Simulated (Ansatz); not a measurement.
System: BF, net charge 0, singlet state. SMILES: [B]F
Coordinates optimised at B3LYP-D3(BJ)/def2-TZVP (Ansatz, an electronic-structure program):
```xyz
2

B      0.0000     0.0000    -0.8132
F      0.0000     0.0000     0.4518
```

Wanted: atomisation energy, in kcal/mol. Terms: non-relativistic; 6-31G* and kin with 6d, 5d where marked; atomisation electronic, to ground-state atoms; UHF or UKS for open shells; frozen cores in correlated levels; no spin-orbit coupling. CBS(X,Y): correlation extrapolated as X^-3; Hartree-Fock from the larger set (for Q and 5 zeta extrapolated as (X+1)exp(-9√X)). First-principles rows: single points at B3LYP-D3(BJ) geometries (Ansatz).

| species | coefficient | E at PBE/6-31G* (Ansatz), Eh | E at B3LYP/def2-TZVPD (Ansatz), Eh |
|---|---|---|---|
| [B]F | -1 | -124.51508 | -124.72125 |
| B atom | +1 | -24.60094 | -24.66397 |
| F atom | +1 | -99.61359 | -99.77110 |

Coupled cluster (Ansatz) is a level with limits of its own, used here on species with T1 under 0.025 (0.045 for open shells) and stable references: CCSD(T)/CBS(cc-pVQZ,cc-pV5Z). Value to compare with, CCSD(T)/CBS(cc-pVQZ,cc-pV5Z) (Ansatz): 181.8 kcal/mol. 1 Eh = 627.5095 kcal/mol.

Q: Compute it at each level from the table, and compare with CCSD(T)/CBS(cc-pVQZ,cc-pV5Z) (Ansatz).

A: 
- PBE/6-31G*: the sum of coefficient times E is 0.30055 Eh, or 188.60 kcal/mol. Result: 188.6 kcal/mol. Its difference against CCSD(T)/CBS(cc-pVQZ,cc-pV5Z) (Ansatz) is 6.8 kcal/mol.
- B3LYP/def2-TZVPD: the sum of coefficient times E is 0.28618 Eh, or 179.58 kcal/mol. Result: 179.6 kcal/mol. Its difference against CCSD(T)/CBS(cc-pVQZ,cc-pV5Z) (Ansatz) is -2.2 kcal/mol.
